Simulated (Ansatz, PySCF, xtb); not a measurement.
Breaking the Ge1–H2 bond in BrGeH (SMILES [GeH][Br]) (multiplicity 1 held, fragments rigid). Energies count from the point at 1.603 Å.
Geometry at that point (charge 0, multiplicity 1):
| atom | x (Å) | y (Å) | z (Å) |
|---|---|---|---|
| Ge | -0.6857 | -0.5787 | 0.8219 |
| H | -1.7232 | -1.0732 | -0.2958 |
| Br | 0.6761 | 0.5597 | -0.7430 |

R- and RO- levels are restricted; in cc, def2 and unpolarised 6-31G sets they are followed outwards from rest. Active spaces are followed from a long bond inwards. Left out are points that failed, MP2 points that dive below the minimum, coupled-cluster points behind a jump of the amplitudes or a sharp parting from full CI or MRCI, small-basis points behind a change of solution, and semi-empirical points at long bonds. Levels need not reach the same state.

Cores are frozen in the correlated methods. Filled d and f shells under p-block atoms count as core. Rows in 3-21G, LANL2DZ carry no dispersion term and start afresh at each structure; the Pople sets are all-electron and without relativity. LANL2DZ brings its own core potentials from Na on.

The values were computed with Ansatz (Gaussian basis) for Hartree–Fock, density functionals and correlated methods; PySCF for 3-21G rows, LANL2DZ rows; xtb for the GFN methods. Values without a source in brackets are computed. The GFN methods have no spin term and hold the electronic entropy of 300 K.

Energies in kJ/mol.

```csv
R (Å),GFN2-xTB,R-HF/3-21G,R-PBE/cc-pVTZ,R-B3LYP/LANL2DZ,"SC-NEVPT2 on CASSCF(2,2)/cc-pVTZ","FIC-MRCISD+Q on CASSCF(2,2)/cc-pVTZ"
1.283,109,100,109,112,111,107
1.443,23,18,22,24,22,20
1.603,0,0,0,0,0,0
1.764,2,16,10,10,12,14
1.924,16,49,36,38,39,43
2.164,54,112,86,92,90,97
2.405,102,180,138,150,140,150
2.806,185,287,213,236,204,218
3.207,259,381,271,303,242,258
3.687,321,472,318,361,262,279
4.329,360,561,356,409,270,287
5.130,374,629,379,left out,272,289
```

Doubts at one or more of the structures used: a restricted determinant that unrestricted orbitals would lower (R-HF/3-21G, R-PBE/cc-pVTZ).

Ansatz is an electronic-structure program.
